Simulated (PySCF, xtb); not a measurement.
1-methyl-2,3-dihydroborole (C5H9B), SMILES CB1C=CCC1.

GFN2-xTB in xtb at its own geometry gives an orbital gap of 3.85 eV and a dipole moment of 0.77 D.

The structure is a stationary point at B3LYP-D3(BJ)/def2-SVP. The values are those of a single conformer.

Task: What does PySCF with PBE/def2-TZVP give? (The exact figures need the calculation; the answer reports its results.)

Result: gap 4.57 eV (levels -6.53 and -1.96 eV), dipole 0.73 D.
